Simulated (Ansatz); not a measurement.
`[SH][GeH]([Cl])[Cl]` → `[Cl][Ge][Cl]` + H₂S at 298.15 K and 1 bar (germylene formation by 1,1-elimination).

Program: Ansatz. Geometries: PBE0-D4/def2-TZVP. ΔE: electronic, gas phase. CCSD(T)/CBS is the MP2 limit (def2-TZVPP, def2-QZVPP) plus CCSD(T) − MP2 in def2-TZVPP, frozen cores. This one scheme is used for every species. For Ge outer-core shells are correlated without core-valence functions, which leaves a few kJ/mol of doubt a bond. Scalar relativity is left out up to krypton. One conformer a species, not always the lowest.

```
              species  CCSD(T)/CBS energy (Eh)  H − E (kJ/mol)  S (J/(mol·K))
`[SH][GeH]([Cl])[Cl]`              -3394.75336            73.2          354.1
       `[Cl][Ge][Cl]`              -2995.74627            18.9          295.4
                  H₂S               -398.97279            49.9          205.7
```

H − E and S are ideal-gas, rigid-rotor, harmonic terms from PBE0-D4/def2-TZVP, for one conformer and one mirror image of each species. 1 Eh = 2625.50 kJ/mol, R = 8.31446 J/(mol·K).

Question: By hand: ΔE, ΔH, ΔS and ΔG.

Answer: ΔE = (-2995.74627) + (-398.97279) − (-3394.75336) = 0.03430 Eh = 90.1 kJ/mol. Δ(H − E) = 18.9 + 49.9 − 73.2 = -4.4, so ΔH = 85.7 kJ/mol. ΔS = 295.4 + 205.7 − 354.1 = 147.0 J/(mol·K). ΔG = 85.7 − 298.15 × (147.0)/1000 = 41.9 kJ/mol.

Question: By hand: the equilibrium constant, and the temperature at which ΔG would vanish if ΔH and ΔS stayed fixed.

Answer: log₁₀ K = −ΔG/(RT ln 10) = -7.3. ΔG = 0 at ΔH/ΔS = 583 K.

The number of gas molecules changes by +1, which sets the sign of ΔS. A doubt of 5 kJ/mol in ΔE shifts log₁₀ K by 0.9 here. Other conformers and mirror images would add mixing entropy, several J/(mol·K) or more a flexible species. These are equilibria of isolated gas molecules and say nothing of rates. Largest T1 diagnostic: 0.013 (customary marks: 0.02 for closed shells, 0.045 for open ones).
